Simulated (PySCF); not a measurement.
**Bromine: a sound run and one with changed settings**

Sound run: Br²⁺ [Ar] 3d10 4s2 4p3, Br³⁺ [Ar] 3d10 4s2 4p2. Computed with PySCF 2.14 in cc-pVTZ-PP with ECP10MDF (5s4p3d1f, 39 functions), with a scalar-relativistic core potential. In the sound run the correlated levels freeze 3s2 3p6 3d10 outside the core potential. The sound run starts from symmetry-adapted Hartree-Fock orbitals and uses a fine grid where one is needed.

Changed run: initial guess minao, at most 50 SCF cycles.

```csv
species,method,sound run (hartree),changed run (hartree),converged
Br²⁺,UHF,-414.35300,-414.35300,yes
Br²⁺,TPSS,-415.50937,-415.50937,yes
Br²⁺,CCSD(T),-414.44959,-414.44959,yes
Br³⁺,PBE0,-414.27181,-414.27181,yes
Br³⁺,MP2,-413.14060,-413.14060,yes
```

Here the plain start reaches the same solutions.
